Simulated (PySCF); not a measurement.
Structure with atom numbers: `[O:1]=[C:2]([OH:3])[C:4]([F:5])([F:6])[C:7]([F:8])([F:9])[C:10]([F:11])([F:12])[F:13]` (H(Xn): hydrogen on atom n).

Geometry: PBE0-D3(BJ)/def2-SVP; GIAO absolute shieldings from PySCF 2.14.0 with density-fitted response routines, gas phase, non-relativistic, averaged over equivalent atoms.

At PBE0/pcSseg-1 (226 basis functions):
```
      atoms  σ (ppm)
         O1   -116.2
         O3    127.6
         C2     19.9
        C10     61.2
         C7     72.5
         C4     73.7
F11/F12/F13    269.9
      F5/F6    316.2
      F8/F9    324.1
      H(O3)    24.86
```

**Question.** What do these become at KT2/pcSseg-2?

**Answer.** 
```
      atoms  σ at KT2/pcSseg-2  change
         O1              -87.9   +28.3
         O3              121.0    -6.6
         C2               22.9    +3.0
        C10               54.2    -7.0
         C7               66.0    -6.5
         C4               67.5    -6.2
F11/F12/F13              250.5   -19.4
      F5/F6              290.3   -25.9
      F8/F9              301.2   -22.9
      H(O3)              24.99   +0.13
```

The largest change is at O1 (carbonyl oxygen). Cost: 482 basis functions, 2.2 min wall time (4.6 min CPU) on 2 threads of an Intel Xeon Platinum 8488C, shared host. The order of the carbon signals is the same at both levels.

The C=O carbon of an acid or of an amide with N–H lies up to 10 ppm further downfield in solution, through hydrogen bonding that the calculation lacks.
